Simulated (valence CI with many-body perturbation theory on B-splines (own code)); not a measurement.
# Forbidden lines of Te12+

Calculated by configuration interaction combined with many-body perturbation theory (CI+MBPT): four valence electrons over a frozen Dirac-Fock core [Kr], a basis of 7 s, 7 p, 8 d, 6 f, 4 g, 1 h functions for each j, with the one-electron correlation potential Σ1 (screened to all orders), the two-electron term Σ2, the three-electron term Σ3, Breit, model QED; selected single and double excitations, second order for the rest, scaled by the run's own slope (own B-spline code, finite nucleus).

No measured levels were compared; by estimate terms of the open shell hold to 2 to 4 % of their energy, and close levels can change places. Excitations out of the core, of the other parity, are not computed and may begin above about 57.5 eV (a cautious bound); beyond it only levels of the ground parity were kept, without lifetimes.

Lines 1 to 50 of 120 in falling wavelength, among levels below 463620 cm⁻¹, chosen from the decays that carry over 1 % of a level's rate. Wavelengths and rates use the calculated energies, so an error of 2000 cm⁻¹ moves a line at 14530 Å by 29 % and its rate by three times that or more. S is in atomic units (e²a₀⁴ for E2 and M2, e²a₀⁶ for E3), for M1 in squared Bohr magnetons. Weak lines are less certain than strong ones. Lines between different terms over intervals too small for the method are left out, as are lines whose strength nearly cancels. Where a level lies close to another of its J and parity, the split of strength between their lines is uncertain.

Names give the largest LS component (configuration and term), which can be under half, so a name can repeat, a term be missing and a line seem to break the LS rules; names also repeat where a configuration has a term twice. Letters in brackets count levels of one name in rising energy.

| λ vac (Å) | Upper | Lower | Type | A (s⁻¹) | S (a.u.) |
| --- | --- | --- | --- | --- | --- |
| 27370 | 4d⁴ ³H_6 | 4d⁴ ³H_5 | M1 | 6.87e-01 | 6.78e+00 |
| 26080 | 4d⁴ ⁵D_4 | 4d⁴ ⁵D_3 | M1 | 1.37e+00 | 8.10e+00 |
| 21980 | 4d⁴ ⁵D_3 | 4d⁴ ⁵D_2 | M1 | 4.05e+00 | 1.12e+01 |
| 20170 | 4d⁴ ⁵D_1 | 4d⁴ ⁵D_0 | M1 | 5.52e+00 | 5.03e+00 |
| 19640 | 4d⁴ ⁵D_2 | 4d⁴ ⁵D_1 | M1 | 6.76e+00 | 9.49e+00 |
| 14530 | 4d⁴ ³G_3 | 4d⁴ ³H_4 | M1 | 2.43e+00 | 1.94e+00 |
| 14100 | 4d⁴ ³G_5 | 4d⁴ ³F_4 [a] | M1 | 9.47e-01 | 1.08e+00 |
| 13450 | 4d⁴ ³H_5 | 4d⁴ ³H_4 | M1 | 8.09e+00 | 8.02e+00 |
| 12330 | 4d⁴ ³G_4 | 4d⁴ ³G_3 | M1 | 8.90e+00 | 5.57e+00 |
| 12060 | 4d⁴ ³P_2 [b] | 4d⁴ ³F_3 [a] | M1 | 3.28e+00 | 1.07e+00 |
| 11060 | 4d⁴ ³P_2 [a] | 4d⁴ ³F_2 [a] | M1 | 2.08e+00 | 5.23e-01 |
| 10960 | 4d⁴ ³P_2 [a] | 4d⁴ ³P_1 [a] | M1 | 8.83e+00 | 2.15e+00 |
| 9390 | 4d⁴ ³G_5 | 4d⁴ ³G_4 | M1 | 1.88e+01 | 6.35e+00 |
| 9378 | 4d⁴ ³P_2 [b] | 4d⁴ ³P_2 [a] | M1 | 5.66e+00 | 8.65e-01 |
| 9086 | 4d⁴ ³P_1 [a] | 4d⁴ ³P_0 [a] | M1 | 2.18e+01 | 1.82e+00 |
| 8999 | 4d⁴ ³F_4 [a] | 4d⁴ ³H_5 | M1 | 6.67e+00 | 1.62e+00 |
| 8763 | 4d⁴ ³F_3 [a] | 4d⁴ ³F_2 [a] | M1 | 1.31e+01 | 2.30e+00 |
| 8563 | 4d⁴ ³P_2 [c] | 4d⁴ ¹D_2 [a] | M1 | 1.06e+01 | 1.23e+00 |
| 8336 | 4d⁴ ³D_1 | 4d⁴ ³P_2 [a] | M1 | 1.57e+01 | 1.01e+00 |
| 8251 | 4d⁴ ³F_4 [b] | 4d⁴ ¹F_3 | M1 | 3.81e+00 | 7.15e-01 |
| 8136 | 4d⁴ ¹D_2 [a] | 4d⁴ ³D_1 | M1 | 9.63e+00 | 9.61e-01 |
| 7710 | 4d⁴ ¹G_4 [a] | 4d⁴ ³G_5 | M1 | 9.17e+00 | 1.40e+00 |
| 7340 | 4d⁴ ¹D_2 [a] | 4d⁴ ³P_2 [b] | M1 | 6.90e+00 | 5.06e-01 |
| 7242 | 4d⁴ ³F_3 [a] | 4d⁴ ³G_3 | M1 | 8.90e+00 | 8.77e-01 |
| 6888 | 4d⁴ ³D_3 | 4d⁴ ³F_2 [a] | M1 | 1.88e+01 | 1.60e+00 |
| 6874 | 4d⁴ ³G_5 | 4d⁴ ³H_6 | M1 | 1.38e+01 | 1.83e+00 |
| 6791 | 4d⁴ ³F_2 [b] | 4d⁴ ¹F_3 | M1 | 1.13e+01 | 6.55e-01 |
| 6751 | 4d⁴ ¹G_4 [a] | 4d⁴ ³D_3 | M1 | 2.85e+00 | 2.93e-01 |
| 6671 | 4d⁴ ³G_4 | 4d⁴ ³H_4 | M1 | 3.92e+01 | 3.88e+00 |
| 6601 | 4d⁴ ³H_4 | 4d⁴ ⁵D_4 | M1 | 2.23e+01 | 2.14e+00 |
| 5912 | 4d⁴ ³D_3 | 4d⁴ ³G_3 | M1 | 2.94e+01 | 1.58e+00 |
| 5832 | 4d⁴ ¹F_3 | 4d⁴ ³P_2 [b] | M1 | 4.81e+00 | 2.48e-01 |
| 5581 | 4d⁴ ¹G_4 [a] | 4d⁴ ³F_3 [a] | M1 | 3.15e+01 | 1.82e+00 |
| 5494 | 4d⁴ ³G_5 | 4d⁴ ³H_5 | M1 | 2.28e+01 | 1.54e+00 |
| 5480 | 4d⁴ ³F_2 [b] | 4d⁴ ¹D_2 [a] | M1 | 6.48e+00 | 1.98e-01 |
| 5391 | 4d⁴ ³F_4 [a] | 4d⁴ ³H_4 | M1 | 2.30e+01 | 1.20e+00 |
| 5340 | 4d⁴ ¹I_6 | 4d⁴ ³H_6 | M1 | 3.43e+01 | 2.52e+00 |
| 5317 | 4d⁴ ¹D_2 [a] | 4d⁴ ³D_3 | M1 | 4.08e+01 | 1.14e+00 |
| 5268 | 4d⁴ ³H_4 | 4d⁴ ⁵D_3 | M1 | 6.54e+00 | 3.19e-01 |
| 5093 | 4d⁴ ³F_4 [b] | 4d⁴ ¹G_4 [a] | M1 | 9.19e+00 | 4.05e-01 |
| 5076 | 4d⁴ ³P_2 [b] | 4d⁴ ³F_2 [a] | M1 | 1.72e+01 | 4.17e-01 |
| 5053 | 4d⁴ ³P_2 [b] | 4d⁴ ³P_1 [a] | M1 | 1.80e+01 | 4.30e-01 |
| 4985 | 4d⁴ ¹G_4 [a] | 4d⁴ ³F_4 [a] | M1 | 4.26e+01 | 1.76e+00 |
| 4754 | 4d⁴ ³D_1 | 4d⁴ ³F_2 [a] | M1 | 2.88e+01 | 3.44e-01 |
| 4734 | 4d⁴ ³D_1 | 4d⁴ ³P_1 [a] | M1 | 4.53e+01 | 5.34e-01 |
| 4563 | 4d⁴ ¹D_2 [a] | 4d⁴ ³F_3 [a] | M1 | 3.34e+00 | 5.89e-02 |
| 4539 | 4d⁴ ³G_3 | 4d⁴ ⁵D_4 | M1 | 3.30e+00 | 8.00e-02 |
| 4525 | 4d⁴ ³P_2 [b] | 4d⁴ ³G_3 | M1 | 4.23e+00 | 7.27e-02 |
| 4478 | 4d⁴ ¹F_3 | 4d⁴ ³D_3 | M1 | 5.33e+01 | 1.24e+00 |
| 4468 | 4d⁴ ¹I_6 | 4d⁴ ³H_5 | M1 | 4.16e+01 | 1.79e+00 |
